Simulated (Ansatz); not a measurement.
Ansatz (a program for electronic structure) input (CCSD(T)/aug-cc-pV(D+d)Z):
A basis named .json is the Basis Set Exchange file of that set.

Ansatz 0.2 input:
```yaml
crystal:
  periodic: [false, false, false]
  atoms:
    - {symbol: Si, position_ang: [0.42284829, -0.06539214, 0.24138975]}
    - {symbol: Cl, position_ang: [0.32740414, 1.60782671, -1.05753397]}
    - {symbol: Cl, position_ang: [-0.18479628, -1.64131461, -1.04048785]}
    - {symbol: Cl, position_ang: [-1.30933621, 0.21391873, 1.43197618]}
    - {symbol: O, position_ang: [1.73931324, -0.26897926, 0.99291494]}
basis:
  gaussian:
    orbitals: aug-cc-pV_D+d_Z.json
total_charge: -1
magnetization: {spin_polarized: false}
correlation: {method: ccsd_t, electrons: outside_noble_gas}
output: {forces: true}
```

End of the output:

```
integrals: 0.43 GiB planned
1467 factors; integrals over basis functions are off by at most 3.3e-4 eV
mean field: 1.04 GiB planned
mean field evaluation 1: about -47414.5660 eV, gradient 4.0e1 eV
mean field evaluation 2: about -47414.6921 eV, gradient 4.1e1 eV
mean field evaluation 4: about -47418.3160 eV, gradient 3.0e0 eV
mean field evaluation 8: about -47418.3640 eV, gradient 3.2e-1 eV
mean field evaluation 16: about -47415.8288 eV, gradient 3.5e1 eV
mean field -47418.36472743 eV, -1742.5927624112 hartree, gradient 8.5e-6 eV, S^2 0.000000; 0 other end points of the search recorded, 0 dependent functions left out
21 core orbitals not correlated
reference -47418.36472743 eV, -1742.5927624112 hartree; 16, 16 occupied and 114, 114 virtual orbitals, 1467 factors
densities: 1.96 GiB planned
second order -20.66057636 eV of doubles, -0.00000000 eV of singles
coupled cluster: 1.10 GiB planned
cycle   1  -21.00432415 eV  change   -3.4e-1 eV  update   1.2e-1
cycle   2  -21.43935876 eV  change   -4.4e-1 eV  update   3.9e-2
cycle   3  -21.57421424 eV  change   -1.3e-1 eV  update   2.0e-2
cycle   4  -21.57474514 eV  change   -5.3e-4 eV  update   4.9e-3
cycle   5  -21.57045146 eV  change    4.3e-3 eV  update   2.1e-3
cycle   6  -21.57030995 eV  change    1.4e-4 eV  update   7.0e-4
cycle   7  -21.57041673 eV  change   -1.1e-4 eV  update   3.0e-4
cycle   8  -21.57036881 eV  change    4.8e-5 eV  update   9.4e-5
cycle   9  -21.57037534 eV  change   -6.5e-6 eV  update   3.2e-5
cycle  10  -21.57039506 eV  change   -2.0e-5 eV  update   1.2e-5
cycle  11  -21.57038066 eV  change    1.4e-5 eV  update   4.3e-6
perturbative correction -0.74865402 eV, -0.0275125276 hartree
the calculation of the forces begins
Total energy: -47440.68376211 eV, -1743.4129718072 hartree
Atom 0 at     0.422848    -0.065392     0.241390 Å, force    -0.840084     0.129916    -0.479576 eV/Å
Atom 1 at     0.327404     1.607827    -1.057534 Å, force    -0.019361     0.176367    -0.141144 eV/Å
Atom 2 at    -0.184796    -1.641315    -1.040488 Å, force    -0.072906    -0.163293    -0.139362 eV/Å
Atom 3 at    -1.309336     0.213919     1.431976 Å, force    -0.190463     0.030650     0.119105 eV/Å
Atom 4 at     1.739313    -0.268979     0.992915 Å, force     1.122814    -0.173640     0.640977 eV/Å
Dipole moment:    -0.590019     0.091245    -0.336822 e Å
```

It need not be the lowest isomer of its formula. Whether it binds its extra electron was not tested at this geometry.
